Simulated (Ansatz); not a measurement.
The same path of CH₉NOSiSn (14 atoms, charge 0, multiplicity 1) was run twice with different band settings. The coordinate that changes most is the dihedral H8–C1–Sn2–O3.

These are results of RKS PBE0/def2-SVP in Ansatz 0.2.0, not measurements.

Relaxed end points:

```xyz
14
Properties=species:S:1:pos:R:3
C -1.553 0.367 1.516
Sn -0.523 1.122 -0.187
O 0.938 2.219 0.609
N 0.307 -0.376 -1.298
Si 1.179 -1.767 -0.747
H -1.702 1.184 2.235
H -0.943 -0.418 1.983
H -2.526 -0.050 1.224
H -1.406 2.070 -1.317
H 1.629 2.433 -0.028
H 0.269 -0.218 -2.302
H 0.655 -3.038 -1.344
H 1.016 -1.832 0.738
H 2.648 -1.726 -1.054
```

```xyz
14
Properties=species:S:1:pos:R:3
C -1.577 0.353 1.499
Sn -0.566 1.093 -0.222
O 0.847 2.268 0.549
N 0.324 -0.406 -1.285
Si 1.254 -1.740 -0.693
H -1.011 -0.494 1.910
H -2.593 0.023 1.241
H -1.628 1.153 2.250
H -1.477 1.973 -1.383
H 1.532 2.491 -0.091
H 0.288 -0.275 -2.293
H 0.801 -3.048 -1.270
H 1.070 -1.783 0.791
H 2.725 -1.636 -0.974
```

Common settings: movable images 5; climbing image yes; optimiser quadratic models (default); start path through a guess of the saddle point; force threshold 0.03 eV/Å; iteration limit 59; end points relaxed.

| run | spring |
| --- | --- |
| 1 | 5.0 eV/Å² |
| 2 | 2.0 to 10.0 eV/Å², energy-weighted |

Question: What does each run give, and how far can it be trusted?

Answer: Run 1: converged after 35 iterations, highest image 0.032 eV above the first end. A vibrational analysis at the climbing image gives one clearly imaginary mode, 96i cm⁻¹: a first-order saddle point. Another band between the same ends, with other settings, climbed to 0.002 eV only, so this may not be the lowest route.
Run 2: converged after 36 iterations, highest image 0.002 eV above the first end. The top lies less than 8 meV above the higher end, about what the thresholds resolve: the motion is nearly free. The order of the stationary point at the top wasn't checked.
